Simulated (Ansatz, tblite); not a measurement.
Spin states of the cluster HgF2 (the lowest singlet isomer of a short search), each relaxed with B3LYP-D4/def2-TZVP in Ansatz. Electronic energies in the gas phase.

In the def2 sets Hg takes a core potential; there is no spin–orbit coupling. The xTB rows come from tblite. LC-ωPBE has ω = 0.4 bohr⁻¹. Correlated methods freeze 2 core orbitals; core or outer-core shells of Hg are correlated, in sets that lack core-valence functions. HOMO above LUMO, or a gap near zero within one spin, warns that the state may not be the lowest or that an electron is smeared out. In the quintet geometry the species has come apart into loosely held pieces. The structure comes from a short search, and lower isomers may exist.

Singlet geometry (D∞h within 0.1 Å):

```xyz
3

Hg    0.0000    0.0000    0.0000
F    -0.3048   -1.7073    0.8585
F     0.3048    1.7073   -0.8585
```

Triplet geometry (C2v within 0.1 Å):

```
atom   x (Å)   y (Å)   z (Å)
 Hg1  -0.672  -0.798   0.139
  F2  -0.747   1.221  -0.594
  F3   1.419  -0.423   0.455
```

Quintet geometry (C2v within 0.1 Å):

```
atom   x (Å)   y (Å)   z (Å)
 Hg1   0.147  -0.274   0.177
  F2  -1.958  -1.717  -1.390
  F3   1.811   1.991   1.213
```

⟨S²⟩: triplet 2.02 at PBE0-D4/def2-TZVP (pure 2.00), quintet 6.01 at PBE0-D4/def2-TZVP (pure 6.00).

Run but left out: HF/def2-TZVPP, MP2/def2-TZVPP, CCSD/def2-TZVPP, CCSD(T)/def2-TZVPP (flagged by the program: other roots).

Only these spin states were relaxed. The quintet has fallen apart into loose fragments. The quintet has other bonds than the singlet, so the gap mixes isomer and spin.

Q: Estimate which spin state lies lowest at each of these levels, and by how much: GFN1-xTB; GFN2-xTB; HF/def2-TZVP; LDA (SPW92)/def2-TZVP; PBE-D4/def2-TZVP; BLYP-D4/def2-TZVP; r2SCAN-D4/def2-TZVP; r2SCANh-D4/def2-TZVP; PBE0-D4/def2-TZVP; LC-ωPBE/def2-TZVP; ωB97M-V/def2-TZVP; RPA@PBE/def2-TZVP; MP2/def2-TZVP.

A: 
```csv
level,triplet − singlet (kJ/mol),quintet − singlet (kJ/mol),lowest of these,remarks
GFN1-xTB,300.1,1387.1,singlet,–
GFN2-xTB,244.4,1164.6,singlet,–
HF/def2-TZVP,305.3,598.6,singlet,–
LDA (SPW92)/def2-TZVP,368.5,1220.6,singlet,gap within one spin near zero (quintet)
PBE-D4/def2-TZVP,325.8,1066.0,singlet,–
BLYP-D4/def2-TZVP,312.5,1052.4,singlet,–
r2SCAN-D4/def2-TZVP,323.3,1018.0,singlet,–
r2SCANh-D4/def2-TZVP,327.3,987.6,singlet,–
PBE0-D4/def2-TZVP,341.7,983.9,singlet,–
LC-ωPBE/def2-TZVP,390.9,1016.7,singlet,–
ωB97M-V/def2-TZVP,372.7,998.3,singlet,–
RPA@PBE/def2-TZVP,325.6,934.3,singlet,–
MP2/def2-TZVP,432.6,1027.1,singlet,–
```

Change of the quintet − singlet gap on mixing in exact exchange, in kJ/mol: PBE to PBE0 (25 % exact exchange) -82.1; r2SCAN to r2SCANh (10 % exact exchange) -30.3. The xTB methods have no spin-polarisation term.
